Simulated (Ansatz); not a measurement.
These are B3LYP-D3(BJ)/def2-SVP (Ansatz, a first-principles code) values and carry that method's errors. No frequencies were computed at this level.

Ansatz 0.2 input:
```yaml
crystal:
  periodic: [false, false, false]
  atoms:
    - { symbol: B, position_ang: [-0.018023, -0.0107, -0.016822] }
    - { symbol: Cl, position_ang: [-1.162585, -0.241207, 1.385187] }
    - { symbol: Cl, position_ang: [1.074797, -1.454447, -0.240703] }
    - { symbol: Cl, position_ang: [0.922583, 1.574799, 0.094445] }
    - { symbol: C, position_ang: [-2.264182, 0.744529, -3.671267] }
    - { symbol: C, position_ang: [-2.791025, 1.07931, -2.432668] }
    - { symbol: C, position_ang: [-2.071435, 0.783798, -1.292592] }
    - { symbol: N, position_ang: [-0.883336, 0.1808, -1.350461] }
    - { symbol: C, position_ang: [-0.362318, -0.14301, -2.534615] }
    - { symbol: C, position_ang: [-1.025558, 0.121945, -3.715641] }
    - { symbol: H, position_ang: [-2.805241, 0.96309, -4.578897] }
    - { symbol: H, position_ang: [-3.749593, 1.564503, -2.345443] }
    - { symbol: H, position_ang: [-2.438023, 1.01713, -0.30351] }
    - { symbol: H, position_ang: [0.60126, -0.630992, -2.512172] }
    - { symbol: H, position_ang: [-0.573643, -0.15773, -4.65342] }
basis:
  gaussian: { orbitals: def2-svp }
hamiltonian:
  xc: b3lyp
  dispersion: d3bj
relax:
  max_steps: 150
```

Output:

```
Functional definition: B3LYP
1962 factors; integrals over basis functions are off by at most 2.8e-4 eV
mean field evaluation 1: about -44983.5324 eV, gradient 4.4e1 eV
mean field evaluation 2: about -44983.6181 eV, gradient 4.5e1 eV
mean field evaluation 4: about -44988.6226 eV, gradient 2.7e0 eV
mean field evaluation 8: about -44988.7289 eV, gradient 1.7e-1 eV
mean field evaluation 16: about -44988.7289 eV, gradient 5.2e-5 eV
mean field -44988.72893483 eV, -1653.3052938994 hartree, gradient 5.2e-5 eV, S^2 0.000000; 0 other end points of the search recorded, 0 dependent functions left out
reference -44988.72922519 eV, -1653.3053045699 hartree; 49, 49 occupied and 128, 128 virtual orbitals, 1962 factors
relax step   1: F+E_penalty+E_count = -44989.77276727 eV  Δ(F+E_penalty+E_count) = +0.000e0 eV  max|allowed force component| = 4.345e-1 eV/Å  Δτ_max = 0.0000 Å  (28 SCF iters, accepted)
these checks for a lower state are left out or cut short: starts, cluster_reference, orbital_swaps, neighbouring_geometries, increment
1962 factors; integrals over basis functions are off by at most 3.0e-4 eV
mean field -44988.78346436 eV, -1653.3072978225 hartree, gradient 1.2e-5 eV, S^2 0.000000; 0 other end points of the search recorded, 0 dependent functions left out
reference -44988.78375754 eV, -1653.3073085968 hartree; 49, 49 occupied and 128, 128 virtual orbitals, 1962 factors
relax step   2: F+E_penalty+E_count = -44989.81709721 eV  Δ(F+E_penalty+E_count) = -4.433e-2 eV  max|allowed force component| = 2.026e-1 eV/Å  Δτ_max = 0.0453 Å  (33 SCF iters, accepted)
these checks for a lower state are left out or cut short: starts, cluster_reference, orbital_swaps, neighbouring_geometries, increment
1962 factors; integrals over basis functions are off by at most 3.0e-4 eV
mean field -44988.79248196 eV, -1653.3076292133 hartree, gradient 1.2e-5 eV, S^2 0.000000; 0 other end points of the search recorded, 0 dependent functions left out
reference -44988.79277621 eV, -1653.3076400266 hartree; 49, 49 occupied and 128, 128 virtual orbitals, 1962 factors
relax step   3: F+E_penalty+E_count = -44989.82418522 eV  Δ(F+E_penalty+E_count) = -7.088e-3 eV  max|allowed force component| = 1.138e-1 eV/Å  Δτ_max = 0.0235 Å  (34 SCF iters, accepted)
these checks for a lower state are left out or cut short: starts, cluster_reference, orbital_swaps, neighbouring_geometries, increment
1962 factors; integrals over basis functions are off by at most 3.0e-4 eV
mean field evaluation 32: about -44988.7083 eV, gradient 6.2e-1 eV
mean field -44988.79438185 eV, -1653.3076990328 hartree, gradient 1.3e-5 eV, S^2 0.000000; 0 other end points of the search recorded, 0 dependent functions left out
reference -44988.79467597 eV, -1653.3077098414 hartree; 49, 49 occupied and 128, 128 virtual orbitals, 1962 factors
relax step   4: F+E_penalty+E_count = -44989.82547604 eV  Δ(F+E_penalty+E_count) = -1.291e-3 eV  max|allowed force component| = 5.082e-2 eV/Å  Δτ_max = 0.0084 Å  (27 SCF iters, accepted)
these checks for a lower state are left out or cut short: starts, cluster_reference, orbital_swaps, neighbouring_geometries, increment
1962 factors; integrals over basis functions are off by at most 3.0e-4 eV
mean field -44988.79459065 eV, -1653.3077067063 hartree, gradient 1.0e-5 eV, S^2 0.000000; 0 other end points of the search recorded, 0 dependent functions left out
reference -44988.79488469 eV, -1653.3077175121 hartree; 49, 49 occupied and 128, 128 virtual orbitals, 1962 factors
relax step   5: F+E_penalty+E_count = -44989.82569165 eV  Δ(F+E_penalty+E_count) = -2.156e-4 eV  max|allowed force component| = 1.934e-2 eV/Å  Δτ_max = 0.0025 Å  (27 SCF iters, accepted)
these checks for a lower state are left out or cut short: starts, cluster_reference, orbital_swaps, neighbouring_geometries, increment
1962 factors; integrals over basis functions are off by at most 3.0e-4 eV
mean field -44988.79457642 eV, -1653.3077061833 hartree, gradient 9.4e-6 eV, S^2 0.000000; 0 other end points of the search recorded, 0 dependent functions left out
reference -44988.79487044 eV, -1653.3077169883 hartree; 49, 49 occupied and 128, 128 virtual orbitals, 1962 factors
relax step   6: F+E_penalty+E_count = -44989.82574795 eV  Δ(F+E_penalty+E_count) = -5.631e-5 eV  max|allowed force component| = 5.353e-3 eV/Å  Δτ_max = 0.0030 Å  (26 SCF iters, accepted)
1962 factors; integrals over basis functions are off by at most 3.0e-4 eV
mean field evaluation 64: about -44988.7946 eV, gradient 9.5e-4 eV
mean field -44988.79457642 eV, -1653.3077061833 hartree, gradient 9.4e-6 eV, S^2 0.000000; 1 other end points of the search recorded, 0 dependent functions left out
reference -44988.79487044 eV, -1653.3077169883 hartree; 49, 49 occupied and 128, 128 virtual orbitals, 1962 factors
Total energy: -44989.82604197 eV, -1653.3456118431 hartree
Atom 0 at     0.003040    -0.001509     0.005307 Å, force     0.000798     0.001621    -0.000110 eV/Å
Atom 1 at    -1.160575    -0.250253     1.415482 Å, force    -0.000686    -0.000658     0.000077 eV/Å
Atom 2 at     1.093379    -1.472478    -0.222462 Å, force    -0.000263    -0.000887    -0.000230 eV/Å
Atom 3 at     0.955065     1.573485     0.140124 Å, force     0.000568     0.000313     0.000548 eV/Å
Atom 4 at    -2.275715     0.744342    -3.686999 Å, force    -0.001302    -0.000199    -0.001644 eV/Å
Atom 5 at    -2.808178     1.085056    -2.442443 Å, force     0.005353    -0.000783     0.000017 eV/Å
Atom 6 at    -2.084589     0.791995    -1.293739 Å, force     0.001996    -0.001742    -0.001632 eV/Å
Atom 7 at    -0.883223     0.186031    -1.354208 Å, force    -0.002432     0.000676    -0.003851 eV/Å
Atom 8 at    -0.357071    -0.144792    -2.549133 Å, force    -0.002532     0.000714     0.001661 eV/Å
Atom 9 at    -1.028260     0.119854    -3.735916 Å, force    -0.000975     0.002648     0.004614 eV/Å
Atom 10 at    -2.824766     0.962823    -4.605567 Å, force    -0.000257    -0.001024     0.000411 eV/Å
Atom 11 at    -3.778850     1.574022    -2.351632 Å, force    -0.001143     0.000107    -0.000522 eV/Å
Atom 12 at    -2.442217     1.023743    -0.290862 Å, force    -0.001191     0.000746     0.002189 eV/Å
Atom 13 at     0.615694    -0.634481    -2.513058 Å, force     0.002307    -0.001150    -0.000352 eV/Å
Atom 14 at    -0.570058    -0.166021    -4.683474 Å, force    -0.000242    -0.000382    -0.001177 eV/Å
Dipole moment:    -0.936168     0.243458    -1.469913 e Å
```

Cost: around 2.8 core-minutes (rough).
